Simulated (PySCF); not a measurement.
A species of formula C8H9F2 (doublet) has this rotational fingerprint, computed with PBE0-D3(BJ)/def2-SVP geometry optimisation, gas phase in PySCF 2.14.0:

* Rotational constants: A = 2601, B = 1057, C = 949.8 MHz
* Dipole components: |μa| = 1.71 D, |μb| = 0.57 D, |μc| = 0.26 D
* Inertial defect: -140.33 u·Å²
* κ: -0.87

Question: Which candidate fits, each taken in the one conformer that was computed?
A. `[F:1][C:2]([F:3])[C@@H:4]1[CH2:5][C@@H:6]2[CH:7]=[CH:8][C@H:9]1[CH2:10]2` (doublet state) with F1–C2–C4–C5 -178°
B. `[F:1][CH:2]([F:3])[C:4]1[CH2:5][C@@H:6]2[CH:7]=[CH:8][C@H:9]1[CH2:10]2` (doublet state) with F1–C2–C4–C5 78°
C. `[F:1][CH:2]([F:3])[C@@H:4]1[CH2:5][C@H:6]2[CH:7][C@@H:8]1[CH:9]=[CH:10]2` (doublet state) with F1–C2–C4–C5 -64°

Answer: C. It is FC(F)[C@@H]1C[C@H]2[CH][C@@H]1C=C2, an asymmetric top, point group C1. The candidates at the same level (rigid rotor, commonest isotopes):

```tsv
SMILES	A (MHz)	B (MHz)	C (MHz)	μa (D)	μb (D)	μc (D)	Δ (u·Å²)	point group	rotor
F[C](F)[C@@H]1C[C@@H]2C=C[C@H]1C2	2557	1107	1066	1.71	0.74	0.51	-179.99	C1	near-prolate asymmetric top
FC(F)[C@@H]1C[C@H]2[CH][C@@H]1C=C2	2601	1057	949.8	1.71	0.57	0.26	-140.33	C1	asymmetric top
FC(F)[C]1C[C@@H]2C=C[C@H]1C2	2598	1036	1005	1.65	0.44	1.37	-179.17	C1	near-prolate asymmetric top
```

`F[C](F)[C@@H]1C[C@@H]2C=C[C@H]1C2` has C 12 % too high; `FC(F)[C]1C[C@@H]2C=C[C@H]1C2` has C 6 % too high. No structure here is proved a minimum.
